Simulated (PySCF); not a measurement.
## Working out the ionisation energy of Se⁺

Se⁺ [Ar] 3d10 4s2 4p3 (4S) → Se²⁺ [Ar] 3d10 4s2 4p2 (3P). Calculation: PySCF 2.14, in Sapporo-DKH3-DZP-2012 (6s5p3d1f, 43 functions); the spin-free X2C one-electron Hamiltonian (Gaussian nucleus). Frozen: [Ar] 3d10. Energies in hartree (1 hartree = 27.21139 eV):

```json
{"part": "UHF", "Se⁺ (lower)": "-2427.698462", "Se²⁺ (upper)": "-2426.930627"}
{"part": "CCSD correlation", "Se⁺ (lower)": "-0.073173", "Se²⁺ (upper)": "-0.060588"}
{"part": "(T)", "Se⁺ (lower)": "-0.000830", "Se²⁺ (upper)": "-0.000642"}
```

Q: What does Hartree-Fock give?

A: (-2426.930627) − (-2427.698462) = 0.767835 hartree = 20.894 eV.

Q: What do CCSD and CCSD(T) give?

A: The CCSD correlation energies differ by 0.012585 hartree = 0.342 eV and the triples by 0.000188 hartree = 0.005 eV, so CCSD gives 21.236 eV and CCSD(T) 21.241 eV.

Reference: 21.196 ± 0.01 eV (measured; NIST Atomic Spectra Database, ionization energies), between the lowest levels; spin-orbit coupling is absent from the calculation.

A double-zeta basis recovers only part of the correlation energy.

What remains against the reference includes basis incompleteness, the frozen core and higher excitations.
